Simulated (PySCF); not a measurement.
**MgTe⁺ at ROHF-MP2**

Computed with ROHF-MP2; Mg def2-SVPD, Te def2-SVPD with ECP28; scalar-relativistic core potentials (PySCF 2.14).

```json
{
 "state": "²Π (doublet), unpaired electrons π ↑",
 "bond length": "4.933 bohr",
 "harmonic wavenumber": "321 cm⁻¹",
 "force constant": "1.23 mdyn/Å",
 "rotational constant Be": "0.1222 cm⁻¹",
 "anharmonicity ωexe": "1.13 cm⁻¹",
 "vibration–rotation constant αe": "0.000577 cm⁻¹",
 "well depth De to Mg⁺ + Te": "1.39 eV",
 "dissociation energy D0": "1.37 eV"
}
```

Correlated steps freeze 5 core orbitals. Correlated levels converge slowly with the basis: in double zeta they bind strong bonds too weakly, by up to about 1 eV, and carry superposition errors of some tenths. Spin–orbit coupling is left out, which matters for elements this heavy, above all for dissociation energies. For an ion De counts to the pair picked by the measured ionisation energies or electron affinities, which need not be the lowest pair at this level. The state is the lowest determinant that a PBE0 search found; another state may lie lower at other levels.
